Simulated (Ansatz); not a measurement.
[closo-1,2-(F)2B6H4]2- (B₆H₄F₂²⁻). Total charge -2; singlet. Geometry PBE-D4/def2-SVPD.

Cartesian coordinates in Å:
```
B -0.2869 0.9439 -0.6935
B 1.0604 0.5548 0.3459
B 0.5664 -0.5519 -0.9104
B 0.2788 -0.9599 0.7478
B -0.5774 0.5410 0.9655
B -1.0686 -0.5662 -0.2991
F -0.6111 2.0536 -1.5519
H 2.1141 1.1105 0.6581
F 1.2337 -1.1802 -2.0209
H 0.5585 -1.9093 1.4747
H -1.1481 1.0822 1.9086
H -2.1199 -1.1187 -0.6246
```

A multiply charged anion in the gas phase is held together partly by the finite basis. Removing one electron lowers the energy by 1.43 eV at PBE0-D4/def2-TZVPD, so it isn't bound. At PBE-D4/def2-SVPD, PBE-D4/def2-TZVPD, B97M-V/def2-TZVPD, PBE0-D4/def2-SVPD and others the highest occupied level of the charge -2 singlet lies above zero (up to 4.13 eV). By energy differences it is unbound by 1.43 eV (vertical, against the charge -1 doublet, at PBE0-D4/def2-TZVPD) and held by the finite basis.

(1) Estimate the orbital energies around the gap (eV) in Ansatz with PBE-D4/def2-SVPD, PBE-D4/def2-TZVPD, B97M-V/def2-TZVPD, PBE0-D4/def2-SVPD, BHLYP-D4/def2-TZVPD.

Answers

(1) 
```
orbital  PBE-D4/def2-SVPD  PBE-D4/def2-TZVPD  B97M-V/def2-TZVPD  PBE0-D4/def2-SVPD  BHLYP-D4/def2-TZVPD
HOMO−13             -2.30              -2.39              -3.11              -4.15                -5.94
HOMO−12             -1.64              -1.69              -2.29              -3.46                -5.25
HOMO−11             -1.45              -1.51              -2.15              -3.25                -5.04
HOMO−10             -0.76              -0.77              -1.33              -2.81                -4.78
 HOMO−9             -0.76              -0.74              -1.33              -2.64                -4.38
 HOMO−8             -0.53              -0.53              -1.13              -2.49                -4.36
 HOMO−7             -0.41              -0.41              -1.01              -2.35                -4.16
 HOMO−6             -0.22              -0.29              -0.76              -1.73                -3.19
 HOMO−5              1.45               1.41               0.97               0.13                -1.12
 HOMO−4              1.56               1.52               1.07               0.24                -1.03
 HOMO−3              2.12               2.08               1.69               0.87                -0.34
 HOMO−2              3.93               3.90               3.70               2.95                 2.18
 HOMO−1              3.95               3.93               3.72               2.98                 2.21
   HOMO              4.13               4.12               3.90               3.13                 2.32
   LUMO              7.07               6.03               6.00               7.56                 6.64
 LUMO+1              7.17               6.16               6.14               7.62                 6.71
 LUMO+2              7.24               6.17               6.15               7.72                 6.71
 LUMO+3              7.35               6.21               6.20               7.79                 6.78
 LUMO+4              7.39               6.33               6.35               7.83                 6.84
 LUMO+5              7.44               6.42               6.43               7.88                 6.86
```
